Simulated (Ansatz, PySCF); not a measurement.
Si(F)(H)2(nPr) (C3H9FSi), SMILES CCC[SiH2]F. Atoms are numbered in the order given.

```xyz
14

Si     0.9765    -0.4604     0.0370
F      2.4187     0.1052    -0.4736
C     -0.3059     0.8753    -0.2416
C     -1.6251     0.6767     0.5087
C     -2.3721    -0.5907     0.1177
H      0.7049    -1.7096    -0.7308
H      1.1009    -0.7772     1.4910
H      0.1693     1.8248     0.0614
H     -0.4868     0.9617    -1.3278
H     -2.2754     1.5505     0.3350
H     -1.4291     0.6649     1.5952
H     -1.7971    -1.5002     0.3596
H     -3.3355    -0.6674     0.6438
H     -2.5794    -0.6152    -0.9643
```
Charge 0, spin multiplicity 1.

The structure is a stationary point at PBE0-D3(BJ)/def2-SVP. The values are those of a single conformer.

Two levels are set side by side: PBE-D3(BJ)/def2-SVP (Ansatz, a quantum-chemistry and plane-wave program) and PBE0-D3(BJ)/def2-SVP (Ansatz). Each level has its own optimised geometry; the coordinates shown are those of the second. Frequencies come from the Hessian of PySCF at each geometry. Differences are taken from unrounded values.

```
quantity                            PBE0-D3(BJ)
----------------------------------  -----------
mean bond length (Å)                      1.328
bond Si1–F2 (Å)                           1.631
bond Si1–C3 (Å)                           1.872
bond C3–C4 (Å)                            1.531
bond C4–C5 (Å)                            1.522
bond Si1–H6 (Å)                           1.491
bond Si1–H7 (Å)                           1.493
bond C3–H8 (Å)                            1.104
bond C3–H9 (Å)                            1.105
bond C4–H10 (Å)                           1.103
bond C4–H11 (Å)                           1.104
bond C5–H12 (Å)                           1.103
bond C5–H13 (Å)                           1.100
bond C5–H14 (Å)                           1.102
highest harmonic wavenumber (cm⁻¹)         3151
mean harmonic wavenumber (cm⁻¹)            1392
zero-point energy (kcal/mol)              71.64
```

Task: What does PBE-D3(BJ) give, and how far is it from PBE0-D3(BJ)? (Estimate from the structure and the level; the computed values follow.)

Result: 
```
quantity                            PBE-D3(BJ)  PBE-D3(BJ) minus PBE0-D3(BJ)
----------------------------------  ----------  ----------------------------
mean bond length (Å)                     1.338                         0.010
bond Si1–F2 (Å)                          1.646                         0.015
bond Si1–C3 (Å)                          1.885                         0.012
bond C3–C4 (Å)                           1.540                         0.009
bond C4–C5 (Å)                           1.531                         0.009
bond Si1–H6 (Å)                          1.503                         0.012
bond Si1–H7 (Å)                          1.505                         0.012
bond C3–H8 (Å)                           1.112                         0.008
bond C3–H9 (Å)                           1.113                         0.008
bond C4–H10 (Å)                          1.112                         0.008
bond C4–H11 (Å)                          1.112                         0.008
bond C5–H12 (Å)                          1.111                         0.008
bond C5–H13 (Å)                          1.108                         0.008
bond C5–H14 (Å)                          1.110                         0.008
highest harmonic wavenumber (cm⁻¹)        3061                           -90
mean harmonic wavenumber (cm⁻¹)           1348                           -44
zero-point energy (kcal/mol)             69.38                         -2.27
```

GGA bonds tend to be longer and softer than those of functionals with exact exchange. Differences between two approximate levels are no errors against the true value.
